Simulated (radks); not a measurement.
Values are calculated unless marked as measured or tabulated.
Neutral iridium inside a hard spherical wall (all orbitals vanish at R), configuration held at [Xe] 4f14 5d7 6s2 and not refilled when levels cross. Code: a radial shooting solver on a logarithmic mesh with Libxc functionals. Model: scalar-relativistic Kohn-Sham, LDA (Slater exchange, VWN5 correlation), spin-polarised, spherical densities, finite nucleus; open shells are filled with parallel spins first (spin-orbit coupling, left out, can overturn this in heavy ions); Fermi nuclear charge, rms radius 5.4032 fm. Eigenvalues in eV for spin up, with the zero of energy where the potential of the charges vanishes at infinity; a dash marks a level that is unbound or too diffuse for the functional's potential to be trusted. A positive occupied level is held by the wall or, in an anion where self-interaction has pushed it up, behind a barrier. The pressure on the wall is -dE/dV.

R (bohr)	E (hartree)	kinetic (hartree)	e(4f)	e(5p)	e(5d)	e(6s)	e(6p, empty)	e(7s, empty)	pressure (GPa)
free	-17814.1393	19790.990	-62.605	-55.589	-8.068	-6.957	-1.486	-0.022	0
20	-17814.1393	19790.990	-62.605	-55.589	-8.068	-6.957	-1.486	0.097	< 0.0001
12	-17814.1393	19790.990	-62.604	-55.588	-8.067	-6.956	-1.466	0.760	0.000184
6	-17814.1119	19791.195	-61.747	-54.753	-7.298	-6.163	0.413	10.583	2.40
5	-17814.0320	19791.661	-60.244	-53.334	-6.010	-4.639	3.061	20.172	14.0
3.5	-17813.1579	19795.636	-51.551	-45.656	1.381	6.234	19.132	66.504	299
3	-17811.8837	19800.816	-43.605	-39.056	8.514	18.723	36.154	108.67	1020
